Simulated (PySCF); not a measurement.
# Correlation energy of K²⁺ (potassium, charge +2)

[Ne] 3s2 3p5, 2P determinant. Calculation: PySCF 2.14, in cc-pVTZ-X2C; the spin-free X2C one-electron Hamiltonian (Gaussian nucleus). Frozen: [Ne] 3s2; 5 electrons correlated.

Total MP2 correlation energy: -43.21 mhartree.

Same-spin part -13.81 and opposite-spin part -29.41 mhartree; SCS-MP2 scales them by 1/3 and 6/5 to -39.89 mhartree.

```tsv
level	correlation energy (mhartree)
CCSD	-50.89
(T)	-0.06
CCSD(T)	-50.95
```

Diagnostics: T1 = 0.0013, D1 = 0.0019, largest double amplitude 0.026.

Cost of the coupled-cluster step: 0.63 s of wall time on 1 thread of Neoverse-V1 (shared host), for 5 correlated electrons.
